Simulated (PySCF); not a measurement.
# Steps of a relaxation of Tl(CCH)

Tl(CCH) (singlet). PySCF 2.14.0, RKS r2SCAN, Tl def2-SVP with ECP60, C def2-SVP, H def2-SVP; non-relativistic Hamiltonian with scalar-relativistic core potentials where named; density fitting; no spin-orbit coupling. Origin of the start: template. Columns: position (Å) and force (eV/Å). Energies are counted from the last step; some of the 6 steps are shown. Forces carry noise of the integration grid, about 0.01 to 0.03 eV/Å.

Run from Python with OMP_NUM_THREADS=2. Where DIIS fails, smearing, a level shift and second-order steps follow.
It took 6.4 s on 2 threads of Arm Neoverse V1, with other jobs on the host, from the converged density of the start.

```xyz
4
step 0  E = 0.137 eV
Tl    0.0000    0.0000   -0.3467     0.00    0.00    1.18
C     0.0000    0.0000    2.1643     0.00    0.00   -2.43
C     0.0000    0.0000    3.3843     0.00    0.00    0.99
H     0.0000    0.0000    4.4543     0.00    0.00    0.27
```

```xyz
4
step 2  E = 0.004 eV
Tl    0.0000    0.0000   -0.1887     0.00    0.00   -0.26
C     0.0000    0.0000    2.0986     0.00    0.00    0.29
C     0.0000    0.0000    3.3316     0.00    0.00    0.18
H     0.0000    0.0000    4.4145     0.00    0.00   -0.21
```

```xyz
4
step 3  E = 0.000 eV
Tl    0.0000    0.0000   -0.2123     0.00    0.00    0.04
C     0.0000    0.0000    2.1087     0.00    0.00   -0.05
C     0.0000    0.0000    3.3411     0.00    0.00    0.02
H     0.0000    0.0000    4.4185     0.00    0.00   -0.01
```

Task: Where does the relaxation end?

Result: It converges at step 5 in C∞v:
```xyz
4
step 5  E = 0
Tl    0.0000    0.0000   -0.2086
C     0.0000    0.0000    2.1074
C     0.0000    0.0000    3.3400
H     0.0000    0.0000    4.4173
```

Task: How did the contacts change?

Result: 
```csv
contact,start (Å),end (Å)
Tl1–C2 (CCH),2.511,2.316
```


No frequency check is given that shows the relaxed geometry to be a minimum.
